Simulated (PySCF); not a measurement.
Ionisation energy of Zr²⁺ by level of theory

Zr²⁺ [Kr] 4d2 (3F) → Zr³⁺ [Kr] 4d1 (2D), as a difference of total energies. Calculation: PySCF 2.14, in x2c-TZVPPall with one added diffuse shell each of s, p, d, f type (9s7p7d3f1g, 95 functions); the spin-free X2C one-electron Hamiltonian (Gaussian nucleus). Correlated levels: valence and next inner shell: [Ar] 3d10 frozen. The calculations carry no spin-orbit coupling.

```csv
method,ionisation energy (eV),plus first-order spin-orbit estimate,difference from reference of that sum (eV)
UHF,22.392,22.406,-0.764
MP2 (valence and next inner shell),22.853,22.866,-0.304
SCS-MP2 (valence and next inner shell),22.771,22.784,-0.386
CCSD (valence and next inner shell),22.866,22.880,-0.290
CCSD(T) (valence and next inner shell),22.880,22.894,-0.276
```

Reference: 23.170 eV (semi-empirical (NIST evaluation); NIST Atomic Spectra Database, ionization energies).

A first-order spin-orbit estimate (lowest level to lowest level, LS coupling) adds 0.014 eV.

Errors of the correlated levels include the incompleteness of this basis and the frozen core.
